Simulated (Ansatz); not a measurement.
Abridged output of a molecular run in Ansatz:

```
Functional definition: HF
1639 factors; integrals over basis functions are off by at most 9.7e-4 eV
mean field evaluation 1: about -18268.7086 eV, gradient 2.0e1 eV
mean field evaluation 2: about -18268.8074 eV, gradient 2.0e1 eV
mean field evaluation 4: about -18270.1118 eV, gradient 3.8e0 eV
mean field evaluation 8: about -18270.1511 eV, gradient 2.4e-1 eV
mean field -18270.15163042 eV, -671.4156884643 hartree, gradient 1.8e-6 eV, S^2 0.000000; 0 other end points of the search recorded, 0 dependent functions left out
10 core orbitals not correlated: weight in the atoms' cores, before any rotation towards them, 1.000 or more for the frozen orbitals, at most 0.000 for the correlated occupied ones
reference -18270.15163042 eV, -671.4156884643 hartree; 23, 23 occupied and 185, 185 virtual orbitals, 1639 factors
second order -36.66060863 eV of doubles, -0.00000000 eV of singles
cycle   1  -34.59888450 eV  change     2.1e0 eV  update   1.2e-1
cycle   2  -35.46602725 eV  change   -8.7e-1 eV  update   3.2e-2
cycle   3  -35.56804547 eV  change   -1.0e-1 eV  update   1.3e-2
cycle   4  -35.54250113 eV  change    2.6e-2 eV  update   3.1e-3
cycle   5  -35.54239451 eV  change    1.1e-4 eV  update   1.5e-3
cycle   6  -35.54430562 eV  change   -1.9e-3 eV  update   3.8e-4
cycle   7  -35.54426859 eV  change    3.7e-5 eV  update   1.6e-4
cycle   8  -35.54415307 eV  change    1.2e-4 eV  update   5.2e-5
cycle   9  -35.54417736 eV  change   -2.4e-5 eV  update   1.8e-5
perturbative correction -1.01975812 eV, -0.0374754198 hartree
Total energy: -18306.71556590 eV, -672.7593883092 hartree
```

Its atoms:

```xyz
8

I    -0.954   -2.276    0.416
C     0.327   -0.649   -0.177
C    -0.327    0.649    0.177
I     0.954    2.276   -0.416
H     1.264   -0.807    0.349
H     0.476   -0.768   -1.247
H    -1.264    0.807   -0.349
H    -0.476    0.768    1.247
```

Question: Which basis set was used?
A. def2-SVP
B. def2-QZVPP
C. cc-pV(D+d)Z
D. def2-TZVPP

Answer: D. It gives 218 functions.

Question: Write the keys of the input that set method, charge and spin (a neutral closed shell needs none for the last two).

Answer: 
```yaml
correlation: {method: ccsd_t}
```
